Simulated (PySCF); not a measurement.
Precursor series Zn Cl-NH2. Isolated molecules, 0 K electronic values unless said otherwise. One relaxed conformer stands for each flexible species; it need not be the lowest.

The HOMO–LUMO gap from two functionals at the same geometries (PBE-D3(BJ)/def2-SVP), both in PySCF: PBE-D3(BJ)/def2-TZVP and TPSSh-D3(BJ)/def2-TZVP. 

```
species                                    TPSSh-D3(BJ)/def2-TZVP (eV)
-----------------------------------------  ---------------------------
0 of 2 Cl replaced by NH2 ([Zn(Cl)2])                             6.23
1 of 2 Cl replaced by NH2 ([Zn(Cl)(NH2)])                         5.38
2 of 2 Cl replaced by NH2 ([Zn(NH2)2])                            5.35
```

Q: What does PBE-D3(BJ)/def2-TZVP give for each?

A: 
- 0 of 2 Cl replaced by NH2 ([Zn(Cl)2]): 5.05
- 1 of 2 Cl replaced by NH2 ([Zn(Cl)(NH2)]): 4.29
- 2 of 2 Cl replaced by NH2 ([Zn(NH2)2]): 4.31
Over these rows, drawn at random from the members with no instability flagged (it was tested for open shells, ions and some series alone), PBE minus TPSSh-D3(BJ): mean -1.11 eV, from -1.19 eV to -1.04 eV.
